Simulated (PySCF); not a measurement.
## C₆ coefficients of unlike pairs at LC-wPBE

Calculated with PySCF 2.14 from the dipole response of each species, C₆(A,B) = (3/π) ∫ α_A(iu) α_B(iu) du, in atomic units, from isotropic polarisabilities. For ions this is the dispersion term alone; charge-induced terms of lower order in 1/R come first.

```csv
species,configuration,basis,relativity,α (bohr³),C₆ (like pair)
Se³⁺,[Ar] 3d10 4s2 4p1 (2P),aug-cc-pVQZ-PP with ECP10MDF (7s6p5d3f2g),core potential,6.590,22.72
Be⁺,[He] 2s1 (2S),dyall-av3z (15s9p4d2f),none,23.26,63.90
Pt⁺,[Xe] 4f14 5d9 (2D),aug-cc-pVTZ-PP with ECP60MDF (6s6p5d3f2g),core potential,15.92,119.6
Ba²⁺,[Xe] (1S),def2-QZVPPD with the def2 core potential (46 electrons) (7s5p3d2f1g),core potential,10.33,72.92
```

**Question.** Estimate C₆ for Ba²⁺ with Se³⁺.

**Answer.** The integral gives 40.42. The combination rule 2 C_A C_B / (C_A α_B/α_A + C_B α_A/α_B) gives 40.34 and the geometric mean 40.70.

No spin-orbit coupling is included.

The other pairs:

| pair | C₆ |
| --- | --- |
| Ba²⁺, Be⁺ | 49.98 |
| Pt⁺, Se³⁺ | 51.99 |
| Ba²⁺, Pt⁺ | 92.74 |
| Be⁺, Se³⁺ | 30.20 |
| Pt⁺, Be⁺ | 69.83 |
